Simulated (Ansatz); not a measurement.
The same path of Cl + ClGeH3O3 (9 atoms, charge 0, multiplicity 2) was run twice with different band settings.

Computed with UKS PBE/def2-SVP (Ansatz 0.2.0).

Relaxed end points:

```xyz
9
Properties=species:S:1:pos:R:3
Ge 0.231 -0.108 0.185
Cl 0.808 -0.525 2.341
O 1.686 -0.212 -0.802
H 1.780 -1.119 -1.155
O -0.306 1.569 0.140
H -0.982 1.664 0.848
O -0.869 -1.413 -0.283
H -1.580 -1.443 0.396
Cl -1.860 -0.062 2.506
```

```xyz
9
Properties=species:S:1:pos:R:3
Ge 0.156 0.124 0.159
Cl 0.564 -0.117 2.368
O 1.603 -0.380 -0.714
H 1.692 -1.352 -0.705
O 0.052 1.849 -0.190
H -0.818 2.201 0.080
O -1.312 -0.788 -0.180
H -1.590 -1.274 0.643
Cl -1.440 -1.912 2.715
```

Common settings: movable images 9; climbing image yes; spring 5.0 eV/Å²; optimiser quadratic models (default); force threshold 0.05 eV/Å; iteration limit 60; end points relaxed.

| run | start path |
| --- | --- |
| 1 | through a guess of the saddle point |
| 2 | straight line |

Question: What does each run give, and how far can it be trusted?

Answer: Run 1: converged after 26 iterations, highest image 0.094 eV above the first end. The top lies less than 8 meV above the higher end, about what the thresholds resolve: that end is a shoulder or a very shallow well. A vibrational analysis at the climbing image gives no mode beyond 40i cm⁻¹: the surface is too flat there to confirm a saddle point.
Run 2: converged after 5 iterations, highest image 0.094 eV above the first end. The top lies less than 8 meV above the higher end, about what the thresholds resolve: that end is a shoulder or a very shallow well. Another band between the same ends (9 images) ends at a top of the same energy, where a vibrational analysis finds no clearly imaginary modes.
